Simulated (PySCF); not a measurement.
## Where the electron goes

Species: C₃H₁₀AsNSi.
Z-matrix (Å and degrees, PBE0-D3(BJ)/def2-SVP geometry), rows numbered from 1:
```
C 
C   1  1.3326
C   2  1.5037  1  125.34
N   3  1.4401  2  116.79  1     0.05
Si  4  1.7347  3  125.76  2   -82.99
As  5  2.3701  4  107.18  3   -35.89
H   1  1.0938  2  120.94  3     0.03
H   1  1.0926  2  121.50  3   179.83
H   2  1.0977  1  119.55  3   179.99
H   3  1.1065  2  108.52  1   124.70
H   3  1.1075  2  108.16  1  -123.35
H   4  1.0143  3  113.81  2    78.22
H   5  1.4958  4  108.22  3  -153.11
H   5  1.5018  4  115.46  3    87.31
H   6  1.5261  5   90.64  4   177.16
H   6  1.5264  5   92.47  4    85.20
```

Computed with TDDFT PBE0/def2-SVPD, vertical, gas phase, core orbitals frozen in the response in PySCF. Relativistic effects, spin–orbit coupling among them, are left out although an element past zinc is present.

Frontier orbitals with the atoms that hold most of them (Löwdin shares over 4%, at most four atoms; ? is withheld):

```csv
orbital,ε (eV),atoms
HOMO-3,-8.79,"As6 40%, Si5 22%, H16 12%, H13 11%"
HOMO-2,-7.58,"C1 27%, C2 26%, As6 12%, C3 7%"
HOMO-1,-7.43,?
HOMO,-6.89,"N4 43%, As6 13%, Si5 13%, H14 9%"
LUMO,?,?
LUMO+1,0.24,"As6 18%, Si5 16%, C2 13%, C1 12%"
LUMO+2,0.31,"As6 27%, H16 14%, Si5 13%, C1 12%"
```

Question: Which atoms hold the HOMO-1, and with what shares?

Answer: As6 (bonded to Si and 2 H) 39%; C1 (bonded to C and 2 H) 12%; C2 (bonded to 2 C and H) 11%; Si5 (bonded to As, N and 2 H) 9%. By element: arsenic 39%, carbon 23% or more, silicon 9%.

Question: Which atoms hold the LUMO, and with what shares?

Answer: As6 (bonded to Si and 2 H) 22%; Si5 (bonded to As, N and 2 H) 19%; C1 (bonded to C and 2 H) 10%; C2 (bonded to 2 C and H) 9%. By element: arsenic 22%, carbon 20% or more, silicon 19%.

Question: What is the LUMO energy, and the HOMO–LUMO gap?

Answer: ε(LUMO) = 0.03 eV; the gap is 6.92 eV (0.2542 hartree).

Question: The HOMO–LUMO gap is 6.92 eV. Where does the response calculation put the lowest singlet, and from which orbitals?

Answer: S1 is at 5.70 eV (f = 0.0077), 1.22 eV below the gap, made of HOMO→LUMO (92%). Without the coupling terms of the response equations the lowest excitation would equal the gap.

Question: One configuration dominates each of S1 and S2. Which, and how do the shares of the two leading atoms of either orbital change from the occupied to the empty one?

Answer: 
- S1 (5.70 eV, f 0.0077), HOMO→LUMO (92%): N4 43% → at most 10%, As6 13% → 22%, Si5 13% → 19%
- S2 (5.90 eV, f 0.0041), HOMO→LUMO+1 (80%): N4 43% → at most 12%, As6 13% → 18%, Si5 13% → 16%

One conformer stands for the species.
